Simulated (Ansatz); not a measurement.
Compare A (`CS[SiH](N)O`) with its isomer B (`NC(S)O[SiH3]`).

Isolated molecules relaxed with PBE0-D4/def2-TZVP in Ansatz; ΔE leaves out vibrations. CCSD(T)/CBS adds triple-zeta CCSD(T) − MP2 to the extrapolated MP2 energy (def2 sets, frozen cores). DFT in def2-TZVPP. B3LYP here is the variant with VWN-RPA as its local correlation; programs differ in this. Each species was taken in one conformer, which may not be the lowest.

(1) Which is lower in electronic energy at CCSD(T)/CBS, and by how much? (An estimate is asked.)

(2) Give E(B) − E(A) in kcal/mol with B3LYP, B3LYP-D4, ωB97M-V, PBE-D4, CCSD(T)/def2-TZVPP, B2PLYP, HF/def2-TZVPP. (Best estimate.)

Largest T1 diagnostic: 0.012.

## Answers

(1) The calculation gave: A, by 62.9 kcal/mol.

(2) Ansatz gave: B3LYP 60.2, B3LYP-D4 60.2, ωB97M-V 61.3, PBE-D4 59.2, CCSD(T)/def2-TZVPP 60.3, B2PLYP 61.5, HF/def2-TZVPP 60.7. None reverses the order clearly.

From PBE to PBE0 (25 % exact exchange), in def2-TZVPP and without D4, E(B) − E(A) moves by +1.7 kcal/mol.
